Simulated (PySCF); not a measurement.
## Bromine: a sound run and one with changed settings

Sound run: Br²⁺ [Ar] 3d10 4s2 4p3, Br³⁺ [Ar] 3d10 4s2 4p2. Calculation: PySCF 2.14, in cc-pVDZ-DK (5s4p2d, 27 functions); the spin-free X2C one-electron Hamiltonian (Gaussian nucleus). In the sound run the correlated levels freeze [Ar] 3d10. The sound run starts from symmetry-adapted Hartree-Fock orbitals and uses a fine grid where one is needed.

Changed run: all electrons correlated in a basis built for the valence shell.

```csv
species,method,sound run (hartree),changed run (hartree),converged
Br²⁺,MP2,-2603.21561,-2603.23411,yes
Br³⁺,MP2,-2601.93100,-2601.94857,yes
```

Ionisation energy of Br²⁺:

```tsv
method	sound run (eV)	changed run (eV)
UHF	34.610	34.610
MP2	34.956	34.981
SCS-MP2	34.835	34.847
```

A valence basis has no tight correlating functions, so it recovers only part of the core correlation, and not evenly between atom and ion.

For comparison, NIST gives 34.871 ± 0.019 eV between the lowest levels.
